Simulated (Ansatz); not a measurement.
In4As4H14, a cluster cut from wurtzite InAs (hydrogen-capped): single points at one geometry.

```yaml
crystal:
  periodic: [false, false, false]
  atoms:
    - {symbol: In, position_ang: [-2.296172, -1.319787, -1.573468]}
    - {symbol: As, position_ang: [-2.020996, -1.167951, 1.211515]}
    - {symbol: In, position_ang: [2.287227, -1.330854, -1.578428]}
    - {symbol: As, position_ang: [-0.001847, -0.003808, -2.060782]}
    - {symbol: As, position_ang: [2.027012, -1.165849, 1.207208]}
    - {symbol: In, position_ang: [0.003897, 0.006369, 2.524607]}
    - {symbol: In, position_ang: [0.003385, 2.643050, -1.583976]}
    - {symbol: As, position_ang: [-0.000457, 2.341662, 1.202488]}
    - {symbol: H, position_ang: [-2.113066, -3.024116, -1.863469]}
    - {symbol: H, position_ang: [-3.674013, -0.298152, -1.856941]}
    - {symbol: H, position_ang: [-2.129647, -2.544072, 1.866947]}
    - {symbol: H, position_ang: [-3.270320, -0.588396, 1.873655]}
    - {symbol: H, position_ang: [2.091555, -3.035569, -1.858238]}
    - {symbol: H, position_ang: [3.669965, -0.319753, -1.875140]}
    - {symbol: H, position_ang: [-0.003225, -0.006455, -3.593778]}
    - {symbol: H, position_ang: [2.143204, -2.539049, 1.867448]}
    - {symbol: H, position_ang: [3.277600, -0.579732, 1.861101]}
    - {symbol: H, position_ang: [0.005541, 0.009360, 4.260555]}
    - {symbol: H, position_ang: [-1.565501, 3.333105, -1.875382]}
    - {symbol: H, position_ang: [1.575702, 3.326805, -1.871791]}
    - {symbol: H, position_ang: [-1.136938, 3.127167, 1.855535]}
    - {symbol: H, position_ang: [1.127085, 3.136013, 1.860323]}
basis:
  gaussian: {orbitals: def2-TZVP, fitting: {mean_field: def2-universal-jkfit}, initial_orbitals: start.molden}
hamiltonian: {xc: r2scan, dispersion: d4}
scf: {omitted_lower_state_checks: [starts]}
output: {orbitals: {seedname: orbitals}}
```

The file start.molden holds the orbitals of an earlier run on this structure, at another level or in another basis.

```sh
$ ansatz run in.yaml --threads 2 --pin off --events-out ev --progress --plain --max-ram 32768MiB --backend cuda --devices 0, --max-vram 18GiB
```

Output, abridged:

```
Functional definition: r2SCAN
2188 factors; integrals over basis functions are off by at most 6.5e-1 eV
mean field evaluation 1: about -264298.4659 eV, gradient 1.3e1 eV
mean field evaluation 2: about -264298.6215 eV, gradient 2.0e-1 eV
mean field evaluation 4: about -264298.6292 eV, gradient 2.8e-4 eV
mean field -264298.62921127 eV, -9712.7954754689 hartree, gradient 1.3e-5 eV, S^2 0.000000; 0 other end points of the search recorded, 0 dependent functions left out
reference -264298.62924632 eV, -9712.7954767569 hartree; 115, 115 occupied and 361, 361 virtual orbitals, 2188 factors
Total energy: -264298.90416344 eV, -9712.8055797748 hartree
Checks for a lower state left out: starts
```

Run time 8 s (2 threads of AMD EPYC 7R13 on a shared host and a share (18 GiB) of an NVIDIA H100 80GB HBM3), peak host memory 1 GiB.

As the first input, with `hamiltonian: {xc: pbe0, dispersion: d4}`, `output: {forces: true, orbitals: {seedname: orbitals}}` (abridged; 8.5 s):

```
Functional definition: PBE0
mean field -264261.97601214 eV, -9711.4484952454 hartree, gradient 1.8e-5 eV, S^2 0.000000
Total energy: -264262.93996327 eV, -9711.4839197959 hartree
Atom 0 force     0.066128     0.037970     0.063685 eV/Å
Atom 1 force    -0.159813    -0.094044     0.281042 eV/Å
Atom 2 force    -0.065774     0.038303     0.063831 eV/Å
Atom 3 force     0.000042     0.000012    -0.228475 eV/Å
Atom 4 force     0.160991    -0.093081     0.279985 eV/Å
Atom 5 force    -0.000570    -0.001131    -0.117205 eV/Å
Atom 6 force    -0.000394    -0.075533     0.064084 eV/Å
Atom 7 force    -0.001173     0.186360     0.279310 eV/Å
Atom 8 force    -0.031933     0.236025     0.028917 eV/Å
Atom 9 force     0.187356    -0.147134     0.028299 eV/Å
Atom 10 force     0.038800     0.273388    -0.148794 eV/Å
Atom 11 force     0.256796    -0.100130    -0.150136 eV/Å
Atom 12 force     0.033633     0.236018     0.027366 eV/Å
Atom 13 force    -0.188245    -0.145658     0.030217 eV/Å
Atom 14 force     0.000074     0.000246     0.300635 eV/Å
Atom 15 force    -0.040191     0.272714    -0.149324 eV/Å
Atom 16 force    -0.257351    -0.101074    -0.148747 eV/Å
Atom 17 force    -0.000105    -0.000223    -0.265170 eV/Å
Atom 18 force     0.220711    -0.089844     0.028956 eV/Å
Atom 19 force    -0.220878    -0.089127     0.028924 eV/Å
Atom 20 force     0.217109    -0.171053    -0.148316 eV/Å
Atom 21 force    -0.215216    -0.173002    -0.149083 eV/Å
Dipole moment:     0.001380     0.001535     0.685689 e Å
Checks for a lower state left out: starts
```

The first input with `hamiltonian: {xc: pbe, dispersion: d4}`, `output: {forces: true, orbitals: {seedname: orbitals}}` (abridged; 7 s):

```
Functional definition: PBE
mean field -264254.35999623 eV, -9711.1686118231 hartree, gradient 4.2e-5 eV, S^2 0.000000
Total energy: -264255.42697384 eV, -9711.2078225269 hartree
Atom 0 force     0.009415     0.005438     0.020157 eV/Å
Atom 1 force    -0.015553    -0.009034     0.030360 eV/Å
Atom 2 force    -0.009413     0.005427     0.020196 eV/Å
Atom 3 force     0.000285     0.000249    -0.025642 eV/Å
Atom 4 force     0.015450    -0.009299     0.029732 eV/Å
Atom 5 force    -0.000363    -0.000764    -0.003161 eV/Å
Atom 6 force    -0.000231    -0.010413     0.020346 eV/Å
Atom 7 force     0.000019     0.017971     0.029344 eV/Å
Atom 8 force    -0.010019     0.097231     0.013963 eV/Å
Atom 9 force     0.078817    -0.057955     0.013910 eV/Å
Atom 10 force     0.004258     0.068205    -0.029857 eV/Å
Atom 11 force     0.061500    -0.029758    -0.030197 eV/Å
Atom 12 force     0.010730     0.097347     0.013309 eV/Å
Atom 13 force    -0.079140    -0.057261     0.014696 eV/Å
Atom 14 force    -0.000117    -0.000140     0.072140 eV/Å
Atom 15 force    -0.004464     0.068140    -0.029783 eV/Å
Atom 16 force    -0.061639    -0.029644    -0.029980 eV/Å
Atom 17 force     0.000043     0.000048    -0.098049 eV/Å
Atom 18 force     0.089487    -0.039699     0.013930 eV/Å
Atom 19 force    -0.089463    -0.039523     0.014197 eV/Å
Atom 20 force     0.056846    -0.037950    -0.029782 eV/Å
Atom 21 force    -0.056448    -0.038615    -0.029830 eV/Å
Dipole moment:     0.001310     0.001457     0.657139 e Å
Checks for a lower state left out: starts
```

First input, but with `gaussian: {orbitals: def2-SVP, initial_orbitals: start.molden}`, `hamiltonian: {xc: pbe, dispersion: d4}` (abridged; 9 s):

```
Functional definition: PBE
mean field -264223.14074981 eV, -9710.0213256782 hartree, gradient 4.6e-5 eV, S^2 0.000000
Total energy: -264224.20770168 eV, -9710.0605354362 hartree
Checks for a lower state left out: starts
```

The first input with `gaussian: {orbitals: def2-SVP, initial_orbitals: start.molden}`, `hamiltonian: {xc: pbe0, dispersion: d4}` (abridged; 7.5 s):

```
Functional definition: PBE0
mean field -264231.00196281 eV, -9710.3102199275 hartree, gradient 2.1e-5 eV, S^2 0.000000
Total energy: -264231.96589763 eV, -9710.3456438787 hartree
Checks for a lower state left out: starts
```

Geometry: PBE-D4/def2-SVP.

In the def2 sets In takes a core potential; there is no spin–orbit coupling. Single mean-field runs in def2-TZVP are fitted with def2-universal-jkfit.
